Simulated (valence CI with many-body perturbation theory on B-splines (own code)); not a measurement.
## Questions on Ce17+

Method: configuration interaction combined with many-body perturbation theory (CI+MBPT): five valence electrons over a frozen Dirac-Fock core [Kr], radial functions for each j: 7 s, 7 p, 8 d, 6 f, 4 g, 1 h, with the one-electron correlation potential Σ1 (screened to all orders), the two-electron term Σ2, the three-electron term Σ3, Breit, model QED; selected single and double excitations, second order for the rest, scaled by the run's own slope (own B-spline code, finite nucleus).

No measured levels were compared; by estimate terms of the open shell hold to 2 to 4 % of their energy, and close levels can change places. Among the levels kept, up to 460 cm⁻¹ of a level comes from second order outside the variational space, and about a tenth of that is noise between levels of different J, which matters for small intervals. The list stops below the first excitations out of the core.

Levels are named by their leading jj configuration (3d3/2^4 stands for four electrons in 3d with j = 3/2), which in mixed levels can hold well under half, so a name can repeat and another be missing.

Rates and lifetimes use the calculated energies. Strong lines usually hold to 10 to 20 %, long lifetimes can be off by a factor of two.

(1) What is the ground level?

(2) How well does LS coupling describe the low levels?

(3) What is the ionisation energy?

## Answers

(1) (4d3/2^3 4d5/2^2) J=5/2, composition 76 % 4d⁵ ⁶S + 18 % 4d⁵ ⁴P + 3 % 4d⁵ ²D, g = 1.882.

(2) Among the lowest 20 levels the leading LS term, summed over configurations, holds 54 % on average. For single configurations the figures are 53 % in LS and 70 % in jj coupling. Terms mix most in the J = 5/2 level at 35020 cm⁻¹, where the leading one holds 27 %.

(3) 472.8 eV; NIST lists 472 ± 3 eV (theoretical).
